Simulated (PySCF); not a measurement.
H2O3S, SMILES O=[SH](=O)O. Atoms are numbered in the order given.

```xyz
6

O     -1.0935    -0.6938    -0.7500
S     -0.1904    -0.0114     0.1717
O     -0.0242     1.4477     0.2243
O      1.3128    -0.6805     0.0031
H     -0.4506    -0.4820     1.4525
H      1.9365     0.0778    -0.0186
```

Coordinates come from a PBE-D3(BJ)/def2-SVP optimisation. Other conformers were not sampled.

Two levels are set side by side: PBE/pcSseg-2 (PySCF) and HF/pcSseg-2 (PySCF). GIAO shifts against H2O (¹⁷O), H2S (³³S), TMS (¹H) at the same level; non-relativistic, no solvent, atoms listed together averaged. Differences are taken from unrounded values.

```
quantity                   HF
----------------------  -----
δ(¹⁷O) of O1, O3 (ppm)  221.8
δ(³³S) of S2 (ppm)      534.1
δ(¹⁷O) of O4 (ppm)      202.0
δ(¹H) of H5 (ppm)       10.26
δ(¹H) of H6 (ppm)        6.00
```

Q: What does PBE give, and how far is it from HF? (Estimate from the structure and the level; the computed values follow.)

A: 
```tsv
quantity	PBE	PBE minus HF
δ(¹⁷O) of O1, O3 (ppm)	293.2	71.4
δ(³³S) of S2 (ppm)	542.5	8.4
δ(¹⁷O) of O4 (ppm)	255.6	53.6
δ(¹H) of H5 (ppm)	12.19	1.93
δ(¹H) of H6 (ppm)	5.74	-0.26
```

Rough cost on one machine, each run with all the roots and properties that it gave: HF against PBE within a factor of 2.
